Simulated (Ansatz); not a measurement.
`[SH][SbH2]` + `NC=O` → `O=C[NH][SbH2]` + H₂S at 500 K and 1 bar (ligand exchange at the Sb–S bond).

Gas-phase electronic energies from Ansatz, PBE0-D4/def2-TZVP geometries. CCSD(T)/CBS adds triple-zeta CCSD(T) − MP2 to the extrapolated MP2 energy (def2 sets, frozen cores). This one scheme is used for every species. def2 core potentials past Kr. For Sb outer-core shells are correlated without core-valence functions, which leaves a few kJ/mol of doubt a bond. Each species was taken in one conformer, which may not be the lowest.

| species | CCSD(T)/CBS energy (Eh) | H − E (kJ/mol) | S (J/(mol·K)) |
| --- | --- | --- | --- |
| `[SH][SbH2]` | -639.59431 | 87.4 | 328.0 |
| `NC=O` | -169.73435 | 144.8 | 288.7 |
| `O=C[NH][SbH2]` | -410.33905 | 166.7 | 375.2 |
| H₂S | -398.97279 | 57.0 | 224.0 |

H − E and S are ideal-gas, rigid-rotor, harmonic terms from PBE0-D4/def2-TZVP, for one conformer and one mirror image of each species. 1 Eh = 2625.50 kJ/mol, R = 8.31446 J/(mol·K).

Problem. By hand: ΔE, ΔH, ΔS and ΔG.

Solution. ΔE = (-410.33905) + (-398.97279) − (-639.59431) − (-169.73435) = 0.01682 Eh = 44.2 kJ/mol. Δ(H − E) = 166.7 + 57.0 − 87.4 − 144.8 = -8.5, so ΔH = 35.7 kJ/mol. ΔS = 375.2 + 224.0 − 328.0 − 288.7 = -17.5 J/(mol·K). ΔG = 35.7 − 500 × (-17.5)/1000 = 44.5 kJ/mol.

Problem. By hand: the equilibrium constant, and the temperature at which ΔG would vanish if ΔH and ΔS stayed fixed.

Solution. log₁₀ K = −ΔG/(RT ln 10) = -4.6. ΔH and −TΔS have one sign here, so there is no such temperature.

ΔH outweighs TΔS. A doubt of 5 kJ/mol in ΔE shifts log₁₀ K by 0.5 here. Other conformers and mirror images would add mixing entropy, several J/(mol·K) or more a flexible species. These are equilibria of isolated gas molecules and say nothing of rates. Largest T1 diagnostic: 0.017 (customary marks: 0.02 for closed shells, 0.045 for open ones).
